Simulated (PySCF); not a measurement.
# La²⁺ (lanthanum, charge +2) across methods

[Xe] 4f1, 2F determinant (an excited configuration). All numbers are calculated (PySCF 2.14, scalar relativity by spin-free X2C-1e, in x2c-TZVPPall (11s7p7d3f1g, 97 functions)).

```json
{"method": "UHF", "E (hartree)": "-8488.51386", "mean ε 5p α (eV)": "-38.333", "mean ε 5p β (eV)": "-37.725", "mean ε 4f α (eV)": "-14.643", "Σ⟨r²⟩ (bohr²)": "44.58", "⟨S²⟩": "0.751"}
{"method": "LDA", "E (hartree)": "-8484.52", "mean ε 5p α (eV)": "-33.111", "mean ε 5p β (eV)": "-32.721", "mean ε 4f α (eV)": "-9.902", "Σ⟨r²⟩ (bohr²)": "44.59", "⟨S²⟩": "0.750"}
{"method": "r2SCAN", "E (hartree)": "-8491.72", "mean ε 5p α (eV)": "-33.345", "mean ε 5p β (eV)": "-32.945", "mean ε 4f α (eV)": "-10.017", "Σ⟨r²⟩ (bohr²)": "44.50", "⟨S²⟩": "0.751"}
{"method": "PBE", "E (hartree)": "-8491.31", "mean ε 5p α (eV)": "-32.934", "mean ε 5p β (eV)": "-32.527", "mean ε 4f α (eV)": "-9.961", "Σ⟨r²⟩ (bohr²)": "44.63", "⟨S²⟩": "0.751"}
```

(1) Estimate the same row for PBE0.

Spin-orbit coupling, absent here, splits the open shell strongly.

Answers

(1) E (hartree) = -8491.37; mean ε 5p α (eV) = -34.567; mean ε 5p β (eV) = -34.131; mean ε 4f α (eV) = -11.284; Σ⟨r²⟩ (bohr²) = 44.49; ⟨S²⟩ = 0.751.
